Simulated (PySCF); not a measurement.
Two probes of the same atoms: core binding energy and nuclear shielding

Compound: C₄H₁₄BN.
Geometry (PBE0-D3(BJ)/def2-SVP, Å), atoms numbered from 1 in this order:
```xyz
20
C4H14BN angstrom
B     -2.103    1.190   -0.117
N     -0.993    0.018   -0.353
C     -1.527   -1.299    0.014
C      0.282    0.342    0.316
C      1.454   -0.546   -0.064
C      2.748   -0.078    0.583
H     -3.084    0.855   -0.773
H     -2.319    1.208    1.090
H     -1.587    2.224   -0.528
H     -0.824    0.021   -1.361
H     -0.832   -2.113   -0.239
H     -2.480   -1.446   -0.508
H     -1.724   -1.301    1.094
H      0.086    0.307    1.400
H      0.497    1.392    0.073
H      1.259   -1.592    0.226
H      1.569   -0.547   -1.163
H      2.674   -0.095    1.682
H      3.593   -0.720    0.297
H      2.995    0.953    0.285
```

Binding energies: PySCF 2.14.0, delta-SCF UKS SCAN, pcX-2 on the ionised atom, pcseg-1 elsewhere, spin-free X2C. Shieldings: GIAO PBE0/pcSseg-1, non-relativistic, same geometry.

```csv
atom,C 1s (eV)
C3,292.11
C4,291.93
C5,291.29
C6,291.15
```

Q: What are the absolute isotropic shieldings of these atoms?

A: 
```csv
atom,environment,C 1s (eV),isotropic shielding (ppm)
C6,methyl carbon,291.15,171.6
C5,chain CH2 carbon,291.29,160.7
C4,sp3 carbon bound to nitrogen,291.93,125.1
C3,N-methyl carbon,292.11,144.3
```

Q: Among the listed atoms, is the one with the highest binding energy also the least shielded?

A: No. The highest binding energy is at C3 (292.11 eV, shielding 144.3 ppm), the lowest shielding at C4 (125.1 ppm, 291.93 eV).

By binding energy: C6 < C5 < C4 < C3. By shielding: C4 < C3 < C5 < C6.

The structure is a single PBE0-D3(BJ)/def2-SVP conformer in the gas phase; no vibrational or solvent corrections.
